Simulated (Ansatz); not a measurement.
One change: `CO[B](C)[AlH2]` becomes `COB(C)O[SiH3]`.

Ansatz, PBE0-D4/def2-TZVP geometries, multiplicity 1. Each molecule was computed in one conformer, which needn't be the lowest.

| property | `CO[B](C)[AlH2]` |
| --- | --- |
| HOMO energy (ωB97M-V/def2-TZVPP) / eV | -8.83 |
| HOMO–LUMO gap (PBE/def2-TZVPP) / eV | 3.22 |
| HOMO–LUMO gap (B3LYP/def2-TZVPP) / eV | 4.78 |
| size of the dipole moment (B3LYP/def2-TZVPP) / D | 1.33 |
| size of the dipole moment (PBE/def2-TZVPP) / D | 1.40 |
| LUMO energy (B3LYP/def2-TZVPP) / eV | -1.77 |

Task: Give the same properties after the change, and the shifts. (Estimate.)

Result: Ansatz gave: 
```json
{"property": "HOMO energy (ωB97M-V/def2-TZVPP) / eV", "`COB(C)O[SiH3]`": "-10.85", "shift": "-2.02"}
{"property": "HOMO–LUMO gap (PBE/def2-TZVPP) / eV", "`COB(C)O[SiH3]`": "6.37", "shift": "3.15"}
{"property": "HOMO–LUMO gap (B3LYP/def2-TZVPP) / eV", "`COB(C)O[SiH3]`": "8.24", "shift": "3.46"}
{"property": "size of the dipole moment (B3LYP/def2-TZVPP) / D", "`COB(C)O[SiH3]`": "0.69", "shift": "-0.64"}
{"property": "size of the dipole moment (PBE/def2-TZVPP) / D", "`COB(C)O[SiH3]`": "0.65", "shift": "-0.75"}
{"property": "LUMO energy (B3LYP/def2-TZVPP) / eV", "`COB(C)O[SiH3]`": "-0.01", "shift": "1.76"}
```

With PBE0 the HOMO falls by 1.75 eV and the LUMO rises by 1.80 eV, so the gap widens by about 3.55 eV. PBE moves the HOMO by -1.42 eV and ωB97M-V by -2.02 eV. Dipoles are sizes alone; their direction can turn.

B3LYP here is the variant with VWN-RPA as its local correlation; programs differ in this.
